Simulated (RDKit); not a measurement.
RDKit input (UFF):

```python
from rdkit import Chem
from rdkit.Chem import AllChem, rdDetermineBonds

mol = Chem.MolFromXYZFile('mol.xyz')
rdDetermineBonds.DetermineBonds(mol, charge=0)
print('SMILES', Chem.MolToSmiles(Chem.RemoveHs(mol)))
ff = AllChem.UFFGetMoleculeForceField(mol)
e0 = ff.CalcEnergy()
flag = ff.Minimize(maxIts=5000, forceTol=1e-5)
print(f'energy {e0:.4f} -> {ff.CalcEnergy():.4f} kcal/mol, converged: {flag == 0}')
print(Chem.MolToXYZBlock(mol))
```
mol.xyz:
```
15

N      1.81268000     1.38735800     0.21559400
C      1.51129200     0.20440800    -0.59614600
Ge     0.01007900    -0.80741900     0.20802100
C     -1.51923000     0.43154400     0.43230100
N     -1.84332600     1.06767300    -0.84810100
H      2.59485500     1.90762800    -0.16489200
H      1.02484700     2.02199500     0.25670400
H      1.27412100     0.41500400    -1.64793500
H      2.38302000    -0.45210700    -0.59459900
H      0.42997300    -1.36324700     1.58380000
H     -0.38838400    -1.96840900    -0.72544100
H     -2.37532700    -0.16421500     0.75338600
H     -1.29340200     1.12956900     1.24999600
H     -1.07033100     1.62171000    -1.19545800
H     -2.63974500     1.68854600    -0.76161700
```

Output:

```
SMILES N[CH2][GeH2][CH2]N
energy 6.3047 -> 0.0266 kcal/mol, converged: True
15

N      1.901552    1.312689    0.317613
C      1.516211    0.222104   -0.568398
Ge     0.009483   -0.750364    0.193763
C     -1.524369    0.433594    0.399571
N     -1.929921    0.950086   -0.901061
H      2.755710    1.761369   -0.085369
H      1.146043    2.035184    0.289111
H      1.234393    0.617469   -1.568512
H      2.367012   -0.482215   -0.684597
H      0.411936   -1.312199    1.580826
H     -0.371164   -1.922357   -0.745978
H     -2.359015   -0.146473    0.847137
H     -1.258042    1.269922    1.081913
H     -1.191848    1.613804   -1.230196
H     -2.796859    1.517424   -0.760210
```

The geometry given is a B3LYP-D3(BJ)/def2-TZVP minimum.
